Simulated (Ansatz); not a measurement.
One change: `[OH][Ge]([OH])([SH])[Cl]` becomes `[OH][Ge]([OH])([OH])[Cl]`.

Ansatz, PBE0-D4/def2-TZVP geometries, multiplicity 1. Each molecule was computed in one conformer, which needn't be the lowest.

Scalar relativity is left out up to krypton.

```
                                        property  `[OH][Ge]([OH])([SH])[Cl]`
             HOMO–LUMO gap (PBE/def2-TZVPP) / eV                        4.84
size of the dipole moment (B3LYP/def2-TZVPP) / D                        2.11
           HOMO energy (ωB97M-V/def2-TZVPP) / eV                      -10.37
            HOMO–LUMO gap (PBE0/def2-TZVPP) / eV                        7.15
         HOMO–LUMO gap (ωB97M-V/def2-TZVPP) / eV                       11.38
               HOMO energy (PBE/def2-TZVPP) / eV                       -6.81
```

(1) Give the same properties after the change, and the shifts. (Best estimate.)

## Answers

(1) Ansatz gave: 
```
                                        property  `[OH][Ge]([OH])([OH])[Cl]`  shift
             HOMO–LUMO gap (PBE/def2-TZVPP) / eV                        6.06   1.22
size of the dipole moment (B3LYP/def2-TZVPP) / D                        0.97  -1.14
           HOMO energy (ωB97M-V/def2-TZVPP) / eV                      -11.67  -1.30
            HOMO–LUMO gap (PBE0/def2-TZVPP) / eV                        8.71   1.56
         HOMO–LUMO gap (ωB97M-V/def2-TZVPP) / eV                       12.89   1.51
               HOMO energy (PBE/def2-TZVPP) / eV                       -7.70  -0.89
```

With PBE0 the HOMO falls by 1.18 eV and the LUMO rises by 0.39 eV, so the gap widens by about 1.57 eV. PBE moves the HOMO by -0.89 eV and ωB97M-V by -1.30 eV. Dipoles are sizes alone; their direction can turn.

B3LYP here is the variant with VWN-RPA as its local correlation; programs differ in this.
